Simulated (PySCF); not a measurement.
**Exercise with solution: refractive index and permittivity of the vapour**

C2H3F3, SMILES CC(F)(F)F.

Geometry: B3LYP-D3(BJ)/def2-SVP.

HF/def2-TZVP run with PySCF gives a mean static polarisability of 25.3 bohr³ and a dipole moment of 2.52 D. Take an ideal gas at 298.15 K and 1 bar, whether or not the substance is that volatile.

Problem. Work out n − 1 in the optical limit and the static ε − 1.

Solution. 
Polarisability volume α' = 25.3 × 0.148185 = 3.75 Å³. Number density N = p/kT = 2.43e-5 Å⁻³.
Dilute limit of Lorentz–Lorenz: n − 1 = 2π N α' = 0.00057.
Orientation term of Debye: μ²/(3kT) = 8.098 Å³ × μ²(D²) = 51.42 Å³.
ε − 1 = 4π N (α' + μ²/3kT) = 0.017. Orientation of the dipole supplies 93 % of the static response; it can't follow optical fields. Vibrational polarisation and dispersion are left out.
